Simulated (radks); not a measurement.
Values are calculated unless marked as measured or tabulated.
Dispersion coefficients C6 (hartree bohr^6) between ground-configuration atoms and ions, from the Casimir-Polder integral (3/pi) of alpha_A(iw) alpha_B(iw). Code: a radial shooting solver on a logarithmic mesh with Libxc functionals. Model: non-relativistic Kohn-Sham, exchange-only LDA, spin-polarised, spherical densities, point nucleus. Response by self-consistent Sternheimer equations with the Hartree and adiabatic exchange-only LDA kernel.

| C6 | He | Li+ | Be2+ | B3+ | C4+ | N5+ | O6+ | F7+ | Ne8+ |
|---|---|---|---|---|---|---|---|---|---|
| He | 2.027 |  |  |  |  |  |  |  |  |
| Li+ | 0.3854 | 0.09386 |  |  |  |  |  |  |  |
| Be2+ | 0.1172 | 0.03281 | 0.01273 |  |  |  |  |  |  |
| B3+ | 0.04635 | 0.01406 | 0.005868 | 0.002867 |  |  |  |  |  |
| C4+ | 0.02171 | 0.006922 | 0.003037 | 0.001552 | 0.0008719 |  |  |  |  |
| N5+ | 0.01144 | 0.003768 | 0.001713 | 0.0009053 | 0.0005240 | 0.0003227 |  |  |  |
| O6+ | 0.006576 | 0.002213 | 0.001032 | 0.0005592 | 0.0003312 | 0.0002079 | 0.0001361 |  |  |
| F7+ | 0.004038 | 0.001380 | 0.0006551 | 0.0003617 | 0.0002179 | 0.0001390 | 0.00009231 | 0.00006346 |  |
| Ne8+ | 0.002612 | 0.0009025 | 0.0004341 | 0.0002431 | 0.0001486 | 0.00009602 | 0.00006463 | 0.00004504 | 0.00003242 |

Static polarisabilities (bohr^3): He ([He]) 1.765, Li+ ([He]) 0.2197, Be2+ ([He]) 0.05730, B3+ ([He]) 0.02108, C4+ ([He]) 0.009492, N5+ ([He]) 0.004886, O6+ ([He]) 0.002765, F7+ ([He]) 0.001681, Ne8+ ([He]) 0.001080. The combination rule 2 Ca Cb / ((alpha_b/alpha_a) Ca + (alpha_a/alpha_b) Cb) gives 0.01071 for N5+-He, against 0.01144 from the integral.
